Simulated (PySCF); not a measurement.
C4H7NSi, SMILES CC1=CN=C[SiH2]1.

Geometry: B3LYP-D3(BJ)/def2-SVP. This is a generated structure with no PubChem entry under its InChIKey; it may be hypothetical.

Two levels are set side by side: TDA-PBE/def2-SVPD (PySCF) and TDA-B3LYP/def2-SVPD (PySCF). Vertical, same geometry. The lowest singlet is HOMO→LUMO 99 % with PBE and HOMO−1→LUMO 99 % with the other functional; states are paired by order. Differences are taken from unrounded values.

```
quantity                               TDA-B3LYP  TDA-PBE  TDA-PBE minus TDA-B3LYP
-------------------------------------  ---------  -------  -----------------------
lowest singlet excitation (eV)              3.46     3.10                    -0.36
lowest triplet excitation (TDA) (eV)        2.65     2.59                    -0.06
first bright state (f over 0.05) (eV)       4.41     4.22                    -0.19
its oscillator strength                     0.11     0.10                    -0.01
```

Functionals without exact exchange tend to place singlet excitations lower, as here. Differences between two approximate levels are no errors against the true value.

Rough cost on one machine, each run with all the roots and properties that it gave: TDA-B3LYP against TDA-PBE within a factor of 2.
